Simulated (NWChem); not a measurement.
Everything below was run with NWChem. System: silene (CH₄Si), charge 0, spin multiplicity 1, at a geometry optimised with PBE0/def2-SVP. Level: CR-CCSD(T)/cc-pVTZ, 6 core orbitals frozen.

Output (cleaned and shortened):

```
             Northwest Computational Chemistry Package (NWChem) 7.3.0
             --------------------------------------------------------

                                NWChem Input Module
                                -------------------

 Scaling coordinates for geometry "geometry" by  1.889725989
 (inverse scale =  0.529177249)

 Turning off AUTOSYM since
 SYMMETRY directive was detected!

                             Geometry "geometry" -> ""
                             -------------------------

 Output coordinates in angstroms (scale by  1.889725989 to convert to a.u.)

  No.       Tag          Charge          X              Y              Z
 ---- ---------------- ---------- -------------- -------------- --------------
    1 C                    6.0000     0.00000000     0.00000000    -1.15693300
    2 Si                  14.0000     0.00000000     0.00000000     0.55068200
    3 H                    1.0000     0.92661800     0.00000000    -1.73786900
    4 H                    1.0000    -0.92661800     0.00000000    -1.73786900
    5 H                    1.0000    -1.24962300     0.00000000     1.35389500
    6 H                    1.0000     1.24962300     0.00000000     1.35389500

 Effective nuclear repulsion energy (a.u.)      51.1946243680

            Nuclear Dipole moment (a.u.)
            ----------------------------
        X                 Y               Z
 ---------------- ---------------- ----------------
     0.0000000000     0.0000000000     0.0000037795

      Symmetry information
      --------------------

 Group name             C2v
 Group number             16
 Group order               4
 No. of unique centers     4

      Symmetry unique atoms

     1    2    3    5


 Summary of "ao basis" -> "" (spherical)
 ------------------------------------------------------------------------------
       Tag                 Description            Shells   Functions and Types
 ---------------- ------------------------------  ------  ---------------------
 *                          cc-pvtz                   on all atoms

 Summary of "ao basis" -> "ao basis" (spherical)
 ------------------------------------------------------------------------------
       Tag                 Description            Shells   Functions and Types
 ---------------- ------------------------------  ------  ---------------------
 C                          cc-pvtz                 10       30   4s3p2d1f
 Si                         cc-pvtz                 12       34   5s4p2d1f
 H                          cc-pvtz                  6       14   3s2p1d

                                 NWChem SCF Module
                                 -----------------

  ao basis        = "ao basis"
  functions       =   120
  atoms           =     6
  closed shells   =    12
  open shells     =     0
  charge          =   0.00
  wavefunction    = RHF
  use symmetry    = T
  symmetry adapt  = T

 Summary of "ao basis" -> "ao basis" (spherical)
 ------------------------------------------------------------------------------
       Tag                 Description            Shells   Functions and Types
 ---------------- ------------------------------  ------  ---------------------
 C                          cc-pvtz                 10       30   4s3p2d1f
 Si                         cc-pvtz                 12       34   5s4p2d1f
 H                          cc-pvtz                  6       14   3s2p1d

      Symmetry analysis of basis
      --------------------------

        a1         48
        a2         14
        b1         35
        b2         23

 Forming initial guess at       0.0s

      Superposition of Atomic Density Guess
      -------------------------------------

 Sum of atomic energies:        -328.51069752

      Non-variational initial energy
      ------------------------------

 Total energy =    -329.254465
 1-e energy   =    -554.088225
 2-e energy   =     173.639136
 HOMO         =      -0.270002
 LUMO         =      -0.025499

      Symmetry analysis of molecular orbitals - initial
      -------------------------------------------------

  Numbering of irreducible representations:

     1 a1          2 a2          3 b1          4 b2
[...]
 Vector   13  Occ=0.000000D+00  E= 7.692713D-02  Symmetry=b2
              MO Center=  1.1D-15,  2.9D-15,  3.1D-01, r^2= 4.0D+00
   Bfn.  Coefficient  Atom+Function         Bfn.  Coefficient  Atom+Function
  ----- ------------  ---------------      ----- ------------  ---------------
    46      0.813011  2 Si py                12     -0.558100  1 C  py
    40      0.237753  2 Si py                 9     -0.185176  1 C  py
     6     -0.170068  1 C  py

 Vector   14  Occ=0.000000D+00  E= 1.401444D-01  Symmetry=a1
              MO Center=  2.4D-15,  3.4D-16, -3.3D-01, r^2= 7.0D+00
   Bfn.  Coefficient  Atom+Function         Bfn.  Coefficient  Atom+Function
  ----- ------------  ---------------      ----- ------------  ---------------
     4      3.847980  1 C  s                 47      1.992822  2 Si pz
    35     -1.643106  2 Si s                 67     -0.690127  3 H  s
    81     -0.690127  4 H  s                 13      0.558055  1 C  pz
    66     -0.377734  3 H  s                 80     -0.377734  4 H  s
    41      0.303998  2 Si pz                50     -0.278803  2 Si d  0

 Vector   15  Occ=0.000000D+00  E= 1.566661D-01  Symmetry=a1
              MO Center=  1.4D-15,  5.0D-16,  1.2D+00, r^2= 4.8D+00
   Bfn.  Coefficient  Atom+Function         Bfn.  Coefficient  Atom+Function
  ----- ------------  ---------------      ----- ------------  ---------------
    35      2.937367  2 Si s                 95     -1.729057  5 H  s
   109     -1.729057  6 H  s                 47      0.808109  2 Si pz
    13     -0.504785  1 C  pz                33      0.290773  2 Si s
    67     -0.165754  3 H  s                 81     -0.165754  4 H  s

 center of mass
 --------------
 x =   0.00000000 y =   0.00000000 z =   0.03217252

 moments of inertia (a.u.)
 ------------------
         122.543171758516           0.000000000000           0.000000000000
           0.000000000000         139.963655224947           0.000000000000
           0.000000000000           0.000000000000          17.420483466431

  Mulliken analysis of the total density
  --------------------------------------

    Atom       Charge   Shell Charges
 -----------   ------   -------------------------------------------------------
    1 C    6     6.49   1.96  0.83  0.16  0.36  0.78  1.51  0.86  0.01  0.03  0.00
    2 Si  14    13.79   2.00  1.92  0.85  0.13  0.27  5.50  1.56  0.58  0.65  0.17  0.13  0.03
    3 H    1     0.85   0.26  0.46  0.10  0.01  0.02  0.00
    4 H    1     0.85   0.26  0.46  0.10  0.01  0.02  0.00
    5 H    1     1.02   0.24  0.53  0.24  0.00  0.01  0.00
    6 H    1     1.02   0.24  0.53  0.24  0.00  0.01  0.00

       Multipole analysis of the density wrt the origin
       ------------------------------------------------

     L   x y z        total         open         nuclear
     -   - - -        -----         ----         -------
     0   0 0 0     -0.000000      0.000000     24.000000

     1   1 0 0     -0.000000      0.000000      0.000000
     1   0 1 0      0.000000      0.000000      0.000000
     1   0 0 1      0.406815      0.000000      0.000004

     2   2 0 0    -15.532532      0.000000     17.285227
     2   1 1 0     -0.000000      0.000000      0.000000
     2   1 0 1      0.000000      0.000000      0.000000
     2   0 2 0    -17.210167      0.000000      0.000000
     2   0 1 1      0.000000      0.000000      0.000000
     2   0 0 2    -15.353781      0.000000     78.502399

                   NWChem Extensible Many-Electron Theory Module
                   ---------------------------------------------


            General Information
            -------------------
      Number of processors :     1
         Wavefunction type : Restricted Hartree-Fock
          No. of electrons :    24
           Alpha electrons :    12
            Beta electrons :    12
           No. of orbitals :   240
            Alpha orbitals :   120
             Beta orbitals :   120
        Alpha frozen cores :     6
         Beta frozen cores :     6
     Alpha frozen virtuals :     0
      Beta frozen virtuals :     0
         Spin multiplicity : singlet
    Number of AO functions :   120
       Number of AO shells :    46
        Use of symmetry is : on
      Symmetry adaption is : on
         Schwarz screening : 0.10D-09

          Correlation Information
          -----------------------
          Calculation type : Coupled-cluster singles & doubles w/ perturbation
   Perturbative correction : Completely renormalized (T)
            Max iterations :      100
        Residual threshold : 0.10D-05
     T(0) DIIS level shift : 0.00D+00
     L(0) DIIS level shift : 0.00D+00
     T(1) DIIS level shift : 0.00D+00
     L(1) DIIS level shift : 0.00D+00
     T(R) DIIS level shift : 0.00D+00
     T(I) DIIS level shift : 0.00D+00
   CC-T/L Amplitude update :  5-th order DIIS
                I/O scheme : Global Array Library
        L-threshold :  0.10D-05
        EOM-threshold :  0.10D-05
 no EOMCCSD initial starts read in
 TCE RESTART OPTIONS
 SLICE:      F
 D4D5:       F
 quantumc:   F
 qrotation:  F
 pwtce:      F
 qducc:      F
 nacto:                         0
 nrotv:                         0
 nrot:                          0

            Memory Information
            ------------------
          Available GA space size is     249022400 doubles
          Available MA space size is     104851468 doubles

 Maximum block size supplied by input
 Maximum block size        24 doubles

 tile_dim =     21

 -------------------------------------------------

 Global array virtual files algorithm will be used

 Parallel file system coherency ......... OK

 4-electron integrals stored in orbital form

 v2    file size   =          8953937
 4-index algorithm nr.  13 is used
 imaxsize =       30
 imaxsize ichop =        0


CCSD iterations
 ---------------------------------------------------------
 Iter          Residuum       Correlation     Cpu    Wall
 ---------------------------------------------------------
    1   0.1464246419296  -0.2963073601999     0.4     0.4
    2   0.0423070560873  -0.3160961371523     0.4     0.4
    3   0.0163804021240  -0.3232126581359     0.4     0.4
    4   0.0074652585057  -0.3249941077028     0.4     0.4
    5   0.0037963963145  -0.3258104650914     0.4     0.4
    6   0.0009940513562  -0.3263725715497     0.4     0.4
    7   0.0004874208014  -0.3264248074537     0.4     0.4
    8   0.0002622639781  -0.3264288940600     0.4     0.4
    9   0.0001663577662  -0.3264331721301     0.4     0.4
   10   0.0001014494585  -0.3264365594661     0.4     0.4
   11   0.0000170609529  -0.3264419297369     0.4     0.4
   12   0.0000074148554  -0.3264429154754     0.4     0.4
   13   0.0000038869827  -0.3264432107853     0.4     0.4
   14   0.0000023298131  -0.3264432675003     0.4     0.4
   15   0.0000013715967  -0.3264432831001     0.4     0.4
   16   0.0000003200689  -0.3264432700113     0.4     0.4
 -----------------------------------------------------------------
 Iterations converged
 CCSD correlation energy / hartree =        -0.326443270011299
 CCSD total energy / hartree       =      -329.412340414402649

 Singles contributions

 Doubles contributions
    13b2  (alpha)    13b2  (beta ) ---    12b2  (alpha)    12b2  (beta )       -0.1269884799
 CR-CCSD(T)

 CR-CCSD[T]  correction energy / hartree =        -0.012002985088725
 CR-CCSD[T] correlation energy / hartree =        -0.338446255100024
 CR-CCSD[T] total energy / hartree       =      -329.424343399491363
 CR-CCSD(T)  correction energy / hartree =        -0.011636547382194
 CR-CCSD(T) correlation energy / hartree =        -0.338079817393493
 CR-CCSD(T) total energy / hartree       =      -329.423976961784831

 Task  times  cpu:       43.3s     wall:       43.3s

 Total times  cpu:       43.3s     wall:       43.3s
```

**Question.** Write an NWChem input that would produce this output.

**Answer.** One answer among several that fit: 
```
start mol
memory heap 100 mb stack 700 mb global 1900 mb
geometry units angstroms nocenter noautoz
  C      0.000000     0.000000    -1.156933
  Si     0.000000     0.000000     0.550682
  H      0.926618     0.000000    -1.737869
  H     -0.926618     0.000000    -1.737869
  H     -1.249623     0.000000     1.353895
  H      1.249623     0.000000     1.353895
  symmetry group C2v
end
basis spherical
  * library cc-pvtz
end
scf
  rhf
  nopen 0
  maxiter 100
  thresh 1e-7
  semidirect memsize 60000000 filesize 0
end
tce
  freeze core 6
  cr-ccsd(t)
  2eorb
  2emet 13
  thresh 1e-6
  maxiter 100
  tilesize 24
end
task tce energy
```
